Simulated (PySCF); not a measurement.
CH₂ClNO₃Si, SMILES O[Si](O)(Cl)N=C=O. Geometry optimised at PBE-D3(BJ)/def2-SVP. The structure was generated by enumeration, and PubChem lists no compound with its InChIKey, so it may never have been made. One conformer was computed; it need not be the lowest.

Computed equilibrium geometry at PBE-D3(BJ)/def2-SVP (PySCF confirms it by a frequency run) as a Z-matrix (one conformer of several):
```
Si
O 1 1.6509
H 2 0.9737 1 114.27
O 1 1.6572 2 108.05 3 -29.59
H 4 0.9730 1 115.90 2 163.39
N 1 1.7234 2 112.68 3 90.81
C 6 1.2134 1 160.34 2 84.17
O 7 1.1795 1 170.97 2 81.27
Cl 1 2.0588 2 107.06 3 -151.70
```
Charge 0, spin multiplicity 1.
